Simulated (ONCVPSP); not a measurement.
## Cr, ONCV: configuration errors across variants

ONCVPSP 4.0.1 input, shortened (lines: element, Z, core and valence counts, functional; n l f; lmax; l rc ep ncon nbas qcut; lloc lpopt rc5 dvloc0; l nproj debl; icmod fcfact rcfact), PBEsol, scalar-relativistic:

```
  Cr 24.00    3    4  -116133      upf
    1    0    2.00
    2    0    2.00
    2    1    6.00
    3    0    2.00
    3    1    6.00
    3    2    5.00
    4    0    1.00
    2
    0    1.55    0.00    4    8    7.70
    1    1.35    0.00    4    7   10.10
    2    1.15    0.00    4    9   13.10
    4    2    0.90    0.00
    0    2    0.80
    1    1    2.80
    2    2    0.80
    3    4.50    1.60
```

All-electron excitation energies from the reference (eV): (1) 3s2 3p6 3d5 4s0 6.874; (2) 3s2 3p6 3d4 4s0 22.888; (3) 3s2 3p6 3d4 4s1 8.010.

Errors AE − PS in meV (a dash: test not solved or not reliable):

```tsv
change	(1)	(2)	(3)	bound ghosts	GHOST(+) flags above zero
base	+0.6	+0.1	+2.9	none	none
all radii but the core radius scaled by about 0.79 (s 1.22, p 1.06, d 0.90 bohr); local potential polynomial inside 0.70 bohr (lpopt 2, dvloc0 0 Ha)	+0.4	+1.8	+3.6	none	none
all radii but the core radius scaled by about 0.82 (s 1.28, p 1.12, d 0.94 bohr); local potential polynomial inside 0.74 bohr (lpopt 2, dvloc0 0 Ha)	+0.5	+1.3	+3.3	none	none
all radii but the core radius scaled by about 0.92 (s 1.42, p 1.24, d 1.06 bohr); local potential polynomial inside 0.82 bohr (lpopt 2, dvloc0 0 Ha)	+0.5	+0.4	+2.9	none	none
all radii but the core radius scaled by about 0.96 (s 1.50, p 1.30, d 1.10 bohr); local potential polynomial inside 0.86 bohr (lpopt 2, dvloc0 0 Ha)	+0.5	+0.2	+2.9	none	none
all radii but the core radius scaled by about 1.04 (s 1.60, p 1.40, d 1.20 bohr); local potential polynomial inside 0.94 bohr (lpopt 2, dvloc0 0 Ha)	+0.6	0.0	+3.0	none	none
all radii but the core radius scaled by about 1.10 (s 1.70, p 1.48, d 1.26 bohr); local potential polynomial inside 0.98 bohr (lpopt 2, dvloc0 0 Ha)	+0.6	-0.1	+3.1	none	none
all radii but the core radius scaled by about 1.15 (s 1.78, p 1.56, d 1.32 bohr); local potential polynomial inside 1.04 bohr (lpopt 2, dvloc0 0 Ha)	+0.6	-0.1	+3.2	none	none
all radii but the core radius scaled by about 1.21 (s 1.88, p 1.64, d 1.40 bohr); local potential polynomial inside 1.10 bohr (lpopt 2, dvloc0 0 Ha)	+0.7	-0.1	+3.3	none	none
all radii but the core radius scaled by about 1.27 (s 1.96, p 1.72, d 1.46 bohr); local potential polynomial inside 1.14 bohr (lpopt 2, dvloc0 0 Ha)	+0.7	-0.3	+2.8	none	s
```

Q: Give the same row for: all radii but the core radius scaled by about 1.33 (s 2.06, p 1.80, d 1.52 bohr); local potential polynomial inside 1.20 bohr (lpopt 2, dvloc0 0 Ha).

A: +0.7, -0.2, +3.5; bound ghosts: none; GHOST(+) flags above zero: none.
